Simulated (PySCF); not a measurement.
C2H6ClNSn, SMILES C[N](C)[Sn][Cl] (connectivity only; charge and spin as stated), neutral, multiplicity 1.

Coordinates come from a B3LYP-D3(BJ)/def2-SVP optimisation. The def2 effective core potentials stand for the cores of Sn; spin–orbit coupling is left out. One conformer was computed; it need not be the lowest.

Computed with PySCF with PBE/def2-TZVP.

The molecule is in vacuum.

Q: Estimate the frontier levels, gap, dipole moment and polarisability. (The exact figures need the calculation; the answer reports its results.)

A: 
| Property | Result |
|---|---|
| highest occupied level | -5.44 eV |
| lowest empty level | -2.80 eV |
| orbital gap | 2.64 eV |
| dipole moment | 3.30 D |
| quadrupole, principal values (traceless, Buckingham form, about the centre of nuclear charge) | -5.69, 1.77, 3.91 D·Å |
| mean static polarisability | 94.5 bohr³ (14.00 Å³) |
| polarisability, principal values | 64.4, 97.4, 121.6 bohr³ |
